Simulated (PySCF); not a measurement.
## Mn⁺: interval between two levels

Mn⁺ [Ar] 3d5 4s1 [7S3, M_J = 3] → Mn⁺ [Ar] 3d4 4s1 4p1 [7F6, M_J = 6], as a difference of total energies. All numbers are calculated (PySCF 2.14, the two-component X2C-1e Hamiltonian, in x2c-TZVPall-2c with one added diffuse shell each of s, p, d type (7s8p5d1f, 63 functions)). Correlated levels: [Ne] frozen; the 6 highest virtual spinors dropped. "Screened" scales the spin-orbit matrix elements by Boettger's factors to mimic the two-electron term; Breit and QED terms are absent.

| method | interval between two levels (cm⁻¹) |
| --- | --- |
| GHF (spin-free) | 75606 |
| GMP2 (spin-free) | 82559 |
| GHF (screened spin-orbit) | 76246 |
| GMP2 (screened spin-orbit) | 83214 |

The labels give the starting determinants; with spin-orbit coupling the two ends relaxed to ⟨J²⟩ = 12.00, ⟨L²⟩ = 0.00, ⟨S²⟩ = 12.00 and ⟨J²⟩ = 42.01, ⟨L²⟩ = 12.02, ⟨S²⟩ = 12.00.
